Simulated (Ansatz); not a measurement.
CH4Si, triplet, geometry from GFN2-xTB (a higher spin typed on purpose: for a closed-shell molecule this is an excited state). Base run: B3LYP/def2-SVP (Ansatz, an electronic-structure program).

Geometry (Å):
```xyz
6

C     -1.2246    -0.0191     0.1016
Si     0.6042    -0.0254    -0.1130
H     -1.6968     0.4295     0.9629
H     -1.9116    -0.4526    -0.6038
H      1.3136    -0.8102     0.8926
H      1.1834     1.3038    -0.2797
```
Charge 0, spin multiplicity 3.
Orbitals are unrestricted.
All else is at Ansatz's defaults.
Base energy -329.78278 Eh.

The base run was repeated with changes; each row names its change, and settings that it needs were set with it.

| change | ΔE vs base (kcal/mol) |
|---|---|
| base | 0.000 |
| final_grid = 10, 20, 41 | 0.000 |
| nuclear_model = gaussian | 0.103 |
| lower_state_search = light | 0.000 |
| lower_state_search = full | 0.000 |
| forces = on | 0.000 |
| fitting.mean_field = cc-pVTZ-JKFIT | -0.014 |
| point_charge = charge:0.5 position_ang:-1.2262, -4.1443, -2.2998 | -0.268 |
| final_grid = 14, 28, 59 | 0.000 |
| lower_state_search = off | 0.000 |
| fitting.mean_field = def2-universal-JKFIT | -0.033 |
